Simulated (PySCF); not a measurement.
Isomers of C7H9OPSi, mass 168.016 u with the commonest isotopes. Computed with PBE0/pcSseg-1 in PySCF (dipole) on a GFN2-xTB geometry, gas phase. One conformer each, none proved a minimum here; rigid rotors.

Problem. Order these by dipole moment, smallest first.
A. `[CH3:1][Si@@H:2]([PH2:3])[C:4]#[C:5][c:6]1[cH:7][cH:8][cH:9][o:10]1` with C1–Si2–P3–H 167° and 74°
B. `[CH2:1]=[CH:2]/[C:3]([SiH3:4])=[P:5]/[c:6]1[cH:7][cH:8][o:9][cH:10]1` with C1–C2–C3–Si4 14°, C3–P5–C6–C7 -54°
C. `[CH3:1][c:2]1[p:3][cH:4][cH:5][c:6]([CH:7]=[O:8])[c:9]1[SiH3:10]` with C5–C6–C7–O8 10°

Solution. B (0.88 D), A (1.97 D), C (2.56 D).

Problem. Order these by rotational constant C, smallest first.
A. `[CH2:1]=[CH:2]/[C:3]([SiH3:4])=[P:5]/[c:6]1[cH:7][cH:8][o:9][cH:10]1` with C1–C2–C3–Si4 14°, C3–P5–C6–C7 -54°
B. `[CH3:1][c:2]1[p:3][cH:4][cH:5][c:6]([CH:7]=[O:8])[c:9]1[SiH3:10]` with C5–C6–C7–O8 10°
C. `[CH3:1][Si@@H:2]([PH2:3])[C:4]#[C:5][c:6]1[cH:7][cH:8][cH:9][o:10]1` with C1–Si2–P3–H 167° and 74°

Solution. C (321.6 MHz), A (490.8 MHz), B (535.3 MHz).

Problem. Order these by out-of-plane moment Σ m c² = (Ia + Ib − Ic)/2, smallest first.
A. `[CH2:1]=[CH:2]/[C:3]([SiH3:4])=[P:5]/[c:6]1[cH:7][cH:8][o:9][cH:10]1` with C1–C2–C3–Si4 14°, C3–P5–C6–C7 -54°
B. `[CH3:1][Si@@H:2]([PH2:3])[C:4]#[C:5][c:6]1[cH:7][cH:8][cH:9][o:10]1` with C1–Si2–P3–H 167° and 74°
C. `[CH3:1][C:2](=[O:3])[c:4]1[cH:5][p:6][cH:7][cH:8][c:9]1[SiH3:10]` with C1–C2–C4–C5 1°
D. `[CH3:1][c:2]1[p:3][cH:4][cH:5][c:6]([CH:7]=[O:8])[c:9]1[SiH3:10]` with C5–C6–C7–O8 10°

Solution. C (4.81 u·Å²), D (5.22 u·Å²), A (38.22 u·Å²), B (52.41 u·Å²).

```json
{"SMILES": "C[Si@@H](P)C#Cc1ccco1", "point group": "C1", "Ia (u·Å²)": "217.55", "Ib (u·Å²)": "1458.58", "Ic (u·Å²)": "1571.31", "κ": "-0.98", "μa (D)": "1.97", "μb (D)": "0.01", "μc (D)": "0.01"}
{"SMILES": "C=C/C([SiH3])=P/c1ccoc1", "point group": "C1", "Ia (u·Å²)": "228.13", "Ib (u·Å²)": "877.95", "Ic (u·Å²)": "1029.64", "κ": "-0.90", "μa (D)": "0.25", "μb (D)": "0.80", "μc (D)": "0.24"}
{"SMILES": "Cc1pccc(C=O)c1[SiH3]", "point group": "C1", "Ia (u·Å²)": "416.39", "Ib (u·Å²)": "538.23", "Ic (u·Å²)": "944.19", "κ": "0.19", "μa (D)": "1.83", "μb (D)": "1.79", "μc (D)": "0.19"}
{"SMILES": "CC(=O)c1cpccc1[SiH3]", "point group": "–", "Ia (u·Å²)": "345.66", "Ib (u·Å²)": "592.77", "Ic (u·Å²)": "928.82", "κ": "-0.33", "μa (D)": "1.44", "μb (D)": "2.12", "μc (D)": "0.01"}
```
